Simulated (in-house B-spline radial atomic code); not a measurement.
# Eu II (Eu+): [He] 2s2 (2p1/2)2 (2p3/2)3 3s2 3p6 3d10 4s2 4p6 4d10 4f7 5s2 5p6 6s2 (with a hole in an inner shell)

Level of theory: Dirac-Hartree-Fock, average of the jj configuration, Fermi nucleus of rms radius 5.1115 fm; calculated with a radial B-spline atomic code at the basis-set limit.

Z_r = [3n² - l(l+1)]/(2<r>); Z_e = n√(-2ε); the last column is Slater's effective charge. Values are occupation-weighted means over j. An effective charge above Z reflects the relativistic contraction of the inner shells.

| shell | electrons | ε (eV) | <r> (bohr) | Z_r | Z_e | Slater |
| --- | --- | --- | --- | --- | --- | --- |
| 1s | 2 | -49072 | 0.0223 | 67.26 | 60.06 | 62.70 |
| 2s | 2 | -8283.8 | 0.09408 | 63.78 | 49.35 | 59.20 |
| 2p | 5 | -7491.1 | 0.08291 | 60.30 | 46.93 | 59.20 |
| 3s | 2 | -1904.2 | 0.2457 | 54.95 | 35.49 | 52.60 |
| 3p | 6 | -1627 | 0.2433 | 51.39 | 32.81 | 52.60 |
| 3d | 10 | -1247.8 | 0.2213 | 47.44 | 28.73 | 42.85 |
| 4s | 2 | -413.99 | 0.558 | 43.01 | 22.06 | 36.25 |
| 4p | 6 | -318.33 | 0.5881 | 39.11 | 19.35 | 36.25 |
| 4d | 10 | -178.89 | 0.6384 | 32.90 | 14.50 | 24.85 |
| 5s | 2 | -69 | 1.358 | 27.60 | 11.26 | 12.30 |
| 5p | 6 | -42.313 | 1.566 | 23.31 | 8.82 | 12.30 |
| 4f | 7 | -29.635 | 0.8216 | 21.91 | 5.90 | 15.90 |
| 6s | 2 | -11.682 | 3.741 | 14.43 | 5.56 | 3.85 |

The least bound orbital is 6s1/2 at -11.68 eV, and it is also the most diffuse (<r> = 3.741 bohr). The part-filled 2p shell lies below the filled 6s shell in orbital energy.

For the 1s electron the small component carries 5.5 % of the norm, the zero-frequency Breit interaction raises the level by 140.7 eV, self-energy by 85.48 eV, and vacuum polarisation lowers it by 13.73 eV.
